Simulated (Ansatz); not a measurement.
Computed with Ansatz on PBE0-D4/def2-TZVP structures; ΔE is electronic, products minus reactants. CBS: MP2 limit from def2 TZ/QZ plus the TZ coupled-cluster correction, frozen cores. DFT in def2-TZVPP. Each species was taken in one conformer, which may not be the lowest.

Consider the substitution at a C–C bond: `COCCN` + `CBO` → `CBOCN` + dimethyl ether.

```tsv
level	ΔE (kJ/mol)
PBE0-D4	38.3
r2SCAN	36.2
```

Question: What does CCSD(T)/CBS give? (Best estimate.)

Answer: Ansatz gave: +41.0 kJ/mol. The listed levels differ from it by -2.7, -4.8 kJ/mol.

Largest T1 diagnostic among the species: 0.012.

In def2-TZVPP, CCSD(T) changes the Hartree–Fock value by +12.8 kJ/mol (the triples alone add +0.8 kJ/mol) and MP2 by +16.4 kJ/mol. The D4 term adds +3.4 kJ/mol with B3LYP and +1.9 kJ/mol with PBE0; it sums over pairs of atoms, weighted by their polarisabilities, and B3LYP, whose exchange is more repulsive, gets the larger term.

CCSD(T)/CBS has its own doubt, a few kJ/mol and more with outer-core shells, so smaller differences from it don't rank the levels.

B3LYP here is the variant with VWN-RPA as its local correlation; programs differ in this.
